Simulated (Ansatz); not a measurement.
```xyz
2

Mg    0.0000    0.0000    0.0000
O     0.0000    0.0000    4.0250
```

Basis set: 6-31G (spherical functions). Charge 0, multiplicity 1.

Computed with Ansatz (development build ahead of 0.2.0); each method stands on the lowest determinant of its kind that the runs found.

The atomization energy at this shape (free ground-state atoms in the same class of orbitals less the molecule, no zero-point energy) of singlet MgO:

| method | atomization energy |
| --- | --- |
| PBE0 (unrestricted) | -0.68 eV |
| UHF | -1.18 eV |

What does PBE (unrestricted) give?

-0.33 eV. Caution: another spin multiplicity may lie lower; the shape is not the minimum; the unrestricted determinant is a mixture of spin states. Caution for PBE0 (unrestricted), PBE (unrestricted): charge can spread falsely over distant fragments. Caution for UHF: the molecule lies well above its atoms at this level.

This basis has no polarisation functions and is too small for such energies, which can lie far from measured ones in either direction.
